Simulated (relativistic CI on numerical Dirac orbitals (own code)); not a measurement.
Calculated at this level of theory: Dirac-Coulomb-Breit CI, orbitals from a KLI potential per configuration, model QED, unscaled Slater integrals (own radial code, finite nucleus).

CI space (outside the closed core [Ne]): 3s2 3p5, 3s 3p6, 3s2 3p4 3d, 3s 3p5 3d, 3p6 3d, 3s 3p4 3d2, 3s2 3p3 3d 4p, 3p6 4s, 3s 3p4 3d 4s, 3s2 3p4 4s, 3p6 4p, 3s2 3p4 4p, 3s2 3p4 4d, 3s 3p5 4s, 3p5 3d 4p, 3s2 3p4 4f, 3s 3p5 4p, 3s 3p5 4d, 3s 3p5 4f, 3s2 3p4 5s, 3s2 3p4 5p, 3s2 3p4 5d, 3s2 3p3 4s 4p, 3s2 3p4 5f, 3s2 3p4 5g, 3s 3p4 4s2, 3s 3p5 5s, 3s 3p5 5p, 3s2 3p3 3d2, 3s2 3p2 3d3, 3s 3p3 3d3, 3s2 3p2 3d2 4s, 3s2 3p2 3d2 4p, 3s2 3p2 3d2 4d, 3p5 3d2, 3p4 3d3, 3p4 3d2 4s, 3p4 3d2 4p, 3p4 3d2 4d, 3s2 3p3 3d 4s, 3s 3p3 3d2 4s, 3s2 3p2 3d 4s2, 3s2 3p2 3d 4s 4p, 3s2 3p2 3d 4s 4d, 3p5 3d 4s, 3p4 3d 4s2, 3p4 3d 4s 4p, 3p4 3d 4s 4d, 3s2 3p3 4s2, 3s 3p3 3d 4s2, 3s2 3p2 4s2 4p, 3s2 3p2 4s2 4d, 3s2 3p3 4p2, 3s2 3p2 3d 4p2, 3s 3p3 3d 4p2, 3s2 3p2 4s 4p2, 3s2 3p2 4p3, 3s2 3p2 4p2 4d. Double excitations out of closed p, d and f shells are left out; levels of such configurations are missing from the list, as are those of other unlisted configurations, and high levels can miss mixing partners. These lack a partner that the ground configuration has and come out too high: 3s2 3p4 4f, 3s 3p5 4p, 3s 3p5 4d, 3s 3p5 4f, 3s2 3p4 5s.

At this charge energies of transitions that change n are usually good to better than 1 %, and those within a shell (Δn = 0) to a few per cent.

Outline of the computed level scheme of In XXXIII. Lowest level of each configuration: 3s2 3p5 2P°_3/2 at 0.000 eV; 3s 3p6 2S_1/2 at 135.533 eV; 3s2 3p4 3d 4D_3/2 at 136.882 eV; 3s 3p5 3d 4P°_1/2 at 272.490 eV; 3s2 3p3 3d2 4D°_1/2 at 279.781 eV.

Some strong electric-dipole decays among the lowest 45 levels: 3s2 3p4 3d 2S_1/2 → 3s2 3p5 2P°_3/2 (7.8e+11 s⁻¹); 3s2 3p4 3d 2D_5/2 → 3s2 3p5 2P°_3/2 (6.0e+11 s⁻¹); 3s2 3p4 3d 2D_3/2 → 3s2 3p5 2P°_1/2 (5.2e+11 s⁻¹); 3s2 3p4 3d 2P_1/2 → 3s2 3p5 2P°_1/2 (4.5e+11 s⁻¹); 3s2 3p4 3d 2P_3/2 → 3s2 3p5 2P°_3/2 (4.2e+11 s⁻¹); 3s2 3p4 3d 2D_3/2 → 3s2 3p5 2P°_3/2 (1.5e+11 s⁻¹); 3s2 3p4 3d 2D_3/2 → 3s2 3p5 2P°_1/2 (1.0e+11 s⁻¹); 3s2 3p4 3d 4P_1/2 → 3s2 3p5 2P°_3/2 (8.7e+10 s⁻¹).

LS names give the leading component of a level, which can be under half, so a name can repeat, a term be missing and a line seem to break the LS rules.
